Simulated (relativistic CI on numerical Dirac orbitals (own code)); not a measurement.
The numbers below are computed, except where a source is named.
## Quantum defects of the ns series of Ge²⁺

Problem. The ns 3S levels with J = 1 of Ge²⁺ lie at 5s: 158565.0, 6s: 211140.1, 7s: 234432.3 cm⁻¹ (Sugar and Musgrove, J. Phys. Chem. Ref. Data 22, 1213 (1993)), and the ionisation limit at 274693.1 cm⁻¹ (NIST ASD). Find the quantum defects and predict 8s.

Working.
1. The outer electron sees the charge z = 3; R = 109736.50 cm⁻¹ for this mass. The binding energy T = limit − E defines n* = z√(R/T).
2. Values: 5s: T = 116128.1, n* = 2.9163, δ = n − n* = 2.0837; 6s: T = 63553.0, n* = 3.9421, δ = n − n* = 2.0579; 7s: T = 40260.8, n* = 4.9529, δ = n − n* = 2.0471.
3. With δ held at 2.0471: E(8s) = limit − Rz²/(8 − δ)² = 246822.7 cm⁻¹.
4. The Ritz form δ = δ₀ + a/n*² through the last two members has a = 0.4556 and δ₀ = 2.0286, so with n* ≈ 8 − 2.0471, δ(8) = 2.0414 and E = 246876.2 cm⁻¹.

Check. The measured level is 246875.0 cm⁻¹ (δ = 2.0416), so the two predictions miss by -52.3 and 1.2 cm⁻¹. The defect is large because this electron penetrates the core.
